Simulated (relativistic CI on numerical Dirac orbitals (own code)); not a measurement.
Method of calculation: Dirac-Coulomb-Breit CI, separate exchange-only KLI orbitals for each configuration, model QED (radiative potential, 1s self-energy scaled to tabulated hydrogen-like ionisation energies), unscaled Slater integrals (own radial code, finite nucleus).

Configuration list (outside the closed core [Ne]): 3s²3p⁶3d⁹, 3s²3p⁵3d¹⁰, 3s3p⁶3d¹⁰, 3s²3p⁶3d⁸4s, 3s²3p⁶3d⁸4p, 3s²3p⁶3d⁸4d, 3s²3p⁴3d¹⁰4s, 3s²3p⁴3d¹⁰4p, 3s²3p⁵3d⁹4s, 3s²3p⁶3d⁸4f, 3s²3p⁴3d¹⁰4d, 3s²3p⁵3d⁹4p, 3s3p⁵3d¹⁰4s, 3s²3p⁶3d⁷4s², 3s3p⁵3d¹⁰4p, 3s²3p⁵3d⁹4d, 3s²3p⁶3d⁷4s4p, 3s3p⁶3d⁹4s, 3s3p⁵3d¹⁰4d, 3s²3p⁶3d⁸5s, 3p⁶3d¹⁰4s, 3s²3p⁶3d⁷4p², 3s²3p⁶3d⁷4s4d, 3s²3p⁶3d⁸5p, 3s²3p⁵3d⁹4f, 3s3p⁶3d⁹4p, 3p⁶3d¹⁰4p, 3s²3p⁶3d⁸5d, 3s²3p⁶3d⁷4p4d, 3s²3p⁵3d⁸4s², 3s²3p⁶3d⁸5f, 3p⁶3d¹⁰4d, 3s²3p⁶3d⁸5g, 3s3p⁶3d⁹4d, 3s²3p⁵3d⁸4s4p, 3s²3p⁶3d⁷4d². Levels of other configurations are missing.

At this charge energies of transitions that change n are usually good to better than 1 %, and those within a shell (Δn = 0) to a few per cent.

Outline of the computed level scheme of Gd XXXVIII. Lowest level of each configuration: 3s²3p⁶3d⁹ ²D5/2 at 0.00 eV; 3s²3p⁵3d¹⁰ ²P°3/2 at 345.57 eV; 3s3p⁶3d¹⁰ ²S1/2 at 683.85 eV; 3s²3p⁶3d⁸4s ⁴F9/2 at 1065.92 eV; 3s²3p⁶3d⁸4p ⁴D°7/2 at 1139.22 eV.

Some strong electric-dipole decays among the lowest 45 levels: 3s²3p⁶3d⁸4p ²P°3/2 → 3s²3p⁶3d⁹ ²D5/2 (4.6e+12 s⁻¹); 3s²3p⁶3d⁸4p ²D°5/2 → 3s²3p⁶3d⁹ ²D5/2 (3.7e+12 s⁻¹); 3s²3p⁶3d⁸4p ²D°5/2 → 3s²3p⁶3d⁹ ²D5/2 (3.7e+12 s⁻¹); 3s²3p⁶3d⁸4p ²F°7/2 → 3s²3p⁶3d⁹ ²D5/2 (3.4e+12 s⁻¹); 3s²3p⁶3d⁸4p ⁴F°3/2 → 3s²3p⁶3d⁹ ²D3/2 (3.2e+12 s⁻¹); 3s²3p⁵3d¹⁰ ²P°1/2 → 3s²3p⁶3d⁹ ²D3/2 (2.6e+12 s⁻¹); 3s²3p⁶3d⁸4p ²F°7/2 → 3s²3p⁶3d⁹ ²D5/2 (2.3e+12 s⁻¹); 3s²3p⁶3d⁸4p ⁴D°3/2 → 3s²3p⁶3d⁹ ²D5/2 (2.0e+12 s⁻¹).

LS names give the leading component of a level, which can be under half, so a name can repeat, a term be missing and a line seem to break the LS rules.
